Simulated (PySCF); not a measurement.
Work out the structure from these simulated measurements.

Formula: C4H8OP2.

- NMR, other nuclei: isotropic shieldings of nuclei other than C and H, by class: -83 (1 O), 384 (1 P), 611 (1 P) ppm [GIAO PBE0/pcSseg-1]
- Rotational structure: rotational constants A, B, C: 2.859, 1.157, 0.981 GHz [GFN2-xTB]
- Triplet: lowest triplet excitation (Tamm–Dancoff): 2.51 eV [TDA wB97X-D/def2-SVPD]
- 13C NMR: chemical shifts (computed TMS as zero) by class: 209.1 (1 C), 20.7 (1 C), 14.7 (2 C) ppm [GIAO PBE0/pcSseg-1]
- UV, strongest line: among the 8 lowest singlet transitions: S7 at 6.65 eV (186 nm, f = 0.135) [TDDFT wB97X-D/def2-SVPD]
- UV, first state: lowest singlet excitation: 2.82 eV (440 nm, f = 0.000) [TDDFT wB97X-D/def2-SVPD]
- Dipole: 1.18 D [wB97X-D/def2-SVPD]
- Polarisability: 102.6 au [wB97X-D/def2-SVPD]

Gas-phase values; electronic properties from PySCF, density fitting. Levels stand in brackets. One conformer (not necessarily the lowest) at the GFN2-xTB geometry, without solvent, vibrations or thermal averaging. NMR values are class means; diastereotopic atoms form classes of their own.

Question: Give a SMILES that accounts for the data.

Answer: Numbering: `[CH3:1][P:2]([CH3:3])[CH2:4][P:5]=[C:6]=[O:7]`. 4 carbons fall into 3 classes; from least to most shielded: central carbon of cumulated double bonds [C6] (209.1 ppm), sp3 carbon bound to phosphorus [C4] (20.7 ppm), sp3 carbon bound to phosphorus [C1/C3] (14.7 ppm, 2 C). The other shieldings belong to: -83 ppm, oxygen bonded to C [O7]; 384 ppm, phosphine phosphorus [P2]; 611 ppm, phosphorus bonded to 2 C [P5]. The optimised geometry has point group C1 and is an asymmetric top. Structure: `CP(C)CP=C=O`. Computed isomers that give other values at the same levels: `CP(C#CP)CO` (13C chemical shifts (computed TMS as zero) by class: 111.8 (1 C), 102.5 (1 C), 73.1 (1 C), 15.5 (1 C) ppm); `C=C[C@@H]1C[P@@]1(=O)P` (13C chemical shifts (computed TMS as zero) by class: 143.9 (1 C), 122.1 (1 C), 35.8 (1 C), 21.3 (1 C) ppm). The assignments are read from this structure; whether some other isomer fits the data as well wasn't checked.

Conformer computed: `[CH3:1][P:2]([CH3:3])[CH2:4][P:5]=[C:6]=[O:7]`: C1–P2–C4–P5 54°, P2–C4–P5–C6 -91°.
